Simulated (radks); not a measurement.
Values are calculated unless marked as measured or tabulated.
Neutral hydrogen, 1 electrons, occupied as 2p1 (not the ground configuration).

Code: a radial shooting solver on a logarithmic mesh with Libxc functionals. Model: Dirac Kohn-Sham, PBE, spin-unpolarised, spherical densities, point nucleus; open shells are shared between the two j in proportion to 2j + 1.

Energy parts (hartree):
| part | energy |
|---|---|
| total | -0.11936 |
| kinetic | 0.11308 |
| electron-nucleus | -0.23776 |
| Hartree | 0.08657 |
| exchange-correlation | -0.08125 |

Orbitals (lengths in bohr, moments of r in powers of bohr):
orbital      occ.  eigenvalue (hartree)  <r^4>   <1/r>    <r>
1s1/2           0              -0.38934  28.64  0.9469  1.591
2p1/2    0.333333              -0.05657   2080  0.2378  5.249
2p3/2    0.666667              -0.05657   2080  0.2378  5.250

The highest occupied level is 2p3/2 at -1.539 eV. The configuration is held as typed, so some empty levels lie below it. The density falls to 0.001 e/bohr^3 at r = 3.83 bohr.
